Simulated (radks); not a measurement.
Task: Cr6+, 18 electrons, occupied as [Ar]. Method: non-relativistic Kohn-Sham, TPSS, spin-polarised, spherical densities, point nucleus; meta-GGA in the generalised Kohn-Sham scheme; computed with a radial shooting solver on a logarithmic mesh with Libxc functionals. Some entries of the table are withheld. Estimate them.

orbital,occ.,eigenvalue (eV),<1/r> (bohr^-1),<r> (bohr)
1s,2,-5960.851,(1),0.06416
2s,2,(2),4.988,(3)
2p,6,-677.4006,(4),0.2608
3s,2,(5),1.654,0.8515
3p,6,-148.7517,1.562,(6)

Result: 
(1) 1s <1/r> (bohr^-1): 23.53
(2) 2s eigenvalue (eV): -778.1455
(3) 2s <r> (bohr): 0.2953
(4) 2p <1/r> (bohr^-1): 4.924
(5) 3s eigenvalue (eV): -178.1220
(6) 3p <r> (bohr): 0.8742
